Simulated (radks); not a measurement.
All-electron atom: Se3+ in [Ar] 3d10 4s1 4p2 (not the ground configuration).

Calculated with a radial shooting solver on a logarithmic mesh with Libxc functionals: scalar-relativistic Kohn-Sham, XLYP, spin-polarised, spherical densities, point nucleus; open shells are filled with parallel spins first.

Energy parts (eV):
part                       energy
total                  -66070.915
kinetic                 67427.029
electron-nucleus      -158108.990
Hartree                 26994.833
exchange-correlation    -2383.786

Orbitals (lengths in bohr, moments of r in powers of bohr; r(90%) holds 90 % of the orbital's charge):
| orbital | occ. | eigenvalue (eV) | r(90%) |
|---|---|---|---|
| 1s up | 1 | -12548.54 | 0.0788 |
| 1s down | 1 | -12548.28 | 0.0788 |
| 2s up | 1 | -1645.743 | 0.303 |
| 2s down | 1 | -1645.587 | 0.303 |
| 2p up | 3 | -1452.419 | 0.279 |
| 2p down | 3 | -1452.197 | 0.279 |
| 3s up | 1 | -251.1286 | 0.856 |
| 3s down | 1 | -250.7565 | 0.855 |
| 3p up | 3 | -190.6739 | 0.902 |
| 3p down | 3 | -190.2575 | 0.900 |
| 3d up | 5 | -90.8243 | 1.04 |
| 3d down | 5 | -90.2740 | 1.03 |
| 4s up | 1 | -51.4334 | 2.37 |
| 4s down | 0 | -48.5105 | 2.38 |
| 4p up | 2 | -38.3280 | 2.72 |
| 4p down | 0 | -35.4607 | 2.77 |
| 4d up | 0 | -20.7182 | 3.86 |
| 5s up | 0 | -18.9610 | 5.10 |

The highest occupied level is 4p up at -38.328 eV. The configuration is held as typed, so some empty levels lie below it. Spin moment in Bohr magnetons: 3. Summed over all electrons, <r^2> = 19.15 bohr^2, which gives a Langevin (diamagnetic) susceptibility term of -15.2 x 10^-6 cm^3/mol. The density falls to 0.001 e/bohr^3 at r = 3.34 bohr.
